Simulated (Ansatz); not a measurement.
Program: Ansatz. Geometries: PBE0-D4/def2-TZVP. ΔE: electronic, gas phase. CBS: MP2 limit from def2 TZ/QZ plus the TZ coupled-cluster correction, frozen cores. DFT in def2-TZVPP. B3LYP here is the variant with VWN-RPA as its local correlation; programs differ in this. Each species was taken in one conformer, which may not be the lowest.

Consider the formal exchange of groups at the Si–S bond: `[SiH3]S[SiH2]S[SiH3]` + `BBN` → `BB(N)[SiH3]` + `[SiH3]S[SiH2]S`.

```csv
level,ΔE (kJ/mol)
B3LYP-D4,76.7
ωB97X-V,77.7
ωB97M-V,80.2
PBE,59.9
```

Task: What does CCSD(T)/CBS give? (An estimate is asked.)

Result: The calculation gave: +79.5 kJ/mol. The listed levels differ from it by -2.8, -1.8, 0.7, -19.6 kJ/mol.

Largest T1 diagnostic among the species: 0.014.

From PBE to PBE0 (25 % exact exchange), in def2-TZVPP and without D4, ΔE moves by +8.0 kJ/mol. The D4 term adds +9.6 kJ/mol with B3LYP and +5.3 kJ/mol with PBE0; it sums over pairs of atoms, weighted by their polarisabilities, and B3LYP, whose exchange is more repulsive, gets the larger term.
